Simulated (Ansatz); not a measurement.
A run for Ansatz (a first-principles code): R-MP2/cc-pV(Q+d)Z on H2OSSi (SMILES O[Si]S), a point of a torsion scan. Files ending in .json are basis or fitting sets from the Basis Set Exchange.

Ansatz 0.2 input:
```yaml
crystal:
  periodic: [false, false, false]
  atoms:
    - {symbol: O, position_ang: [-0.98056169, 0.43597370, -0.70194491]}
    - {symbol: Si, position_ang: [-0.03300138, -0.86839455, -0.38995698]}
    - {symbol: S, position_ang: [1.74739899, -0.09557906, -1.37689395]}
    - {symbol: H, position_ang: [-1.88896866, 0.50891555, -0.42635434]}
    - {symbol: H, position_ang: [1.20821649, 1.05466226, -1.75359016]}
basis:
  gaussian:
    orbitals: cc-pV_Q+d_Z.json
magnetization: {spin_polarized: false}
correlation: {method: mp2, electrons: outside_noble_gas}
scf: {lower_state_search: off}
```

The head of its log:

```
WARN ansatz: RAYON_NUM_THREADS=1 ignored (pool sized by the plan → 1); use --threads N
Functional definition: HF
these checks for a lower state are left out or cut short: stability, starts, cluster_reference, orbital_swaps, neighbouring_geometries, increment
integrals: 0.57 GiB planned
1485 factors; integrals over basis functions are off by at most 8.7e-4 eV
mean field: 0.80 GiB planned
mean field evaluation 1: about -20748.8196 eV, gradient 3.8e1 eV
mean field evaluation 2: about -20748.9422 eV, gradient 3.8e1 eV
mean field evaluation 4: about -20751.7958 eV, gradient 3.0e0 eV
mean field evaluation 8: about -20751.8566 eV, gradient 3.1e-1 eV
mean field evaluation 16: about -20751.8575 eV, gradient 1.7e-6 eV
mean field -20751.85754530 eV, -762.6166986754 hartree, gradient 1.7e-6 eV, S^2 0.000000; 0 other end points of the search recorded, 0 dependent functions left out
11 core orbitals not correlated
reference -20751.85754530 eV, -762.6166986754 hartree; 9, 9 occupied and 223, 223 virtual orbitals, 1485 factors
```

Give the final energy of this run.

-763.1785 hartree.
